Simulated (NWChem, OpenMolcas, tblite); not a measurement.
A ladder of methods for CH4F2OSi (SMILES C[Si](O)(F)F)

CH4F2OSi has 9 atoms, charge 0, and is taken as a singlet. As SMILES, `C[Si](O)(F)F`. The shape is that of a PBE0-D4/def2-TZVP optimisation. This is one conformer, not always the lowest.

Quantity: the HOMO–LUMO gap, in eV. The values are calculated.

```json
{"level": "GFN1-xTB", "kind": "semi-empirical", "program": "tblite", "value (eV)": "8.58", "CPU time": "under 2 s"}
{"level": "HF/cc-pVDZ", "kind": "Hartree–Fock", "program": "NWChem", "value (eV)": "18.21", "CPU time": "2.4 min"}
{"level": "SVWN5/cc-pVDZ", "kind": "LDA", "program": "NWChem", "value (eV)": "8.20", "CPU time": "99 s"}
{"level": "PBE/cc-pVDZ", "kind": "GGA", "program": "NWChem", "value (eV)": "8.16", "CPU time": "1.8 min"}
{"level": "M06-L/cc-pVDZ", "kind": "meta-GGA", "program": "OpenMolcas", "value (eV)": "9.33", "CPU time": "72 s"}
{"level": "TPSS/cc-pVDZ", "kind": "meta-GGA", "program": "OpenMolcas", "value (eV)": "8.54", "CPU time": "78 s"}
{"level": "BHLYP/cc-pVDZ", "kind": "global hybrid", "program": "OpenMolcas", "value (eV)": "13.46", "CPU time": "54 s"}
{"level": "B2PLYP/cc-pVDZ", "kind": "double hybrid", "program": "OpenMolcas", "value (eV)": "13.73", "CPU time": "42 s"}
```

The values span 8.16 to 18.21 eV. Orbital gaps aren't excitation energies, and those of double hybrids come from the SCF part alone; they tend to grow with the share of exact exchange. CPU times are rough (shared hosts, several kinds of processor): they show what a rung costs within a factor of a few.
